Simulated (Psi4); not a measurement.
MP2, SCS-MP2 and SOS-MP2 from spin components

System: HO₂ (SMILES [O-]O), charge -1, singlet, at a GFN2-xTB geometry (a gas-phase anion, which may not be bound at this level). Level: Psi4 1.11 with MP2/cc-pVTZ. Sums are taken with unrounded values, so a last digit can differ.

Here is a job for Psi4.
```
memory 2 GB

molecule mol {
-1 1
  O     0.054905    0.780938   -0.032516
  O     0.039871   -0.675866   -0.028069
  H    -0.758214   -0.840575    0.484680
}

set basis cc-pvtz
set reference rhf
set freeze_core true

energy('mp2')
print_variables()
```

It gave an SCF energy of -150.201860 Eh, a same-spin correlation energy of -0.124980 Eh and an opposite-spin one of -0.368289 Eh.

**Question.** Work out the MP2, SCS-MP2 (6/5 and 1/3) and SOS-MP2 (1.3 and 0) correlation and total energies.

**Answer.** MP2: -0.368289 + (-0.124980) = -0.493270 Eh, total -150.695130 Eh, as the program printed. SCS-MP2: 1.2 × (-0.368289) + (-0.124980)/3 = -0.483607 Eh, total -150.685468 Eh. SOS-MP2: 1.3 × (-0.368289) = -0.478776 Eh, total -150.680637 Eh. Opposite spins carry 75 % of the MP2 correlation; same-spin pairs are already kept apart by exchange.
